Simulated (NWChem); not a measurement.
# C2H7FOSi; SMILES CO[SiH2]CF

```xyz
12

C      0.6765     2.3354     0.2601
O     -0.2259     1.5012    -0.4097
Si    -0.7058    -0.0142     0.0811
C      0.6343    -1.3109    -0.2859
F      0.1675    -2.5423     0.1378
H      0.4878     2.3684     1.3495
H      1.7251     2.0208     0.1060
H      0.5735     3.3592    -0.1313
H     -1.9321    -0.3521    -0.6885
H     -0.9811    -0.0265     1.5524
H      0.8607    -1.3602    -1.3661
H      1.5826    -1.0866     0.2354
```
Atoms are numbered in this order, from 1.

All runs: NWChem. Structure relaxed at the PBE0/def2-SVP level. Level PBE0/def2-SVPD: single points from the atomic guess with DIIS by default; each run changes one setting, and all converged runs end within 0.3 mHa of each other. cgmin counts macro-iterations, each dearer than a DIIS step. NWChem's automatic level shift, which a small gap switches on, acted in some of these runs.

**Question.** Which setting needs the most SCF iterations, or fails (DIIS on 20 Fock matrices; core-Hamiltonian guess; defaults; no level shifting; quadratically convergent solver (cgmin))?

**Answer.** core-Hamiltonian guess, with 20 against 8 for the defaults.
```
setting                                  SCF iterations
---------------------------------------  --------------
defaults                                              8
core-Hamiltonian guess                               20
no level shifting                                     8
DIIS on 20 Fock matrices                              8
quadratically convergent solver (cgmin)               5
```
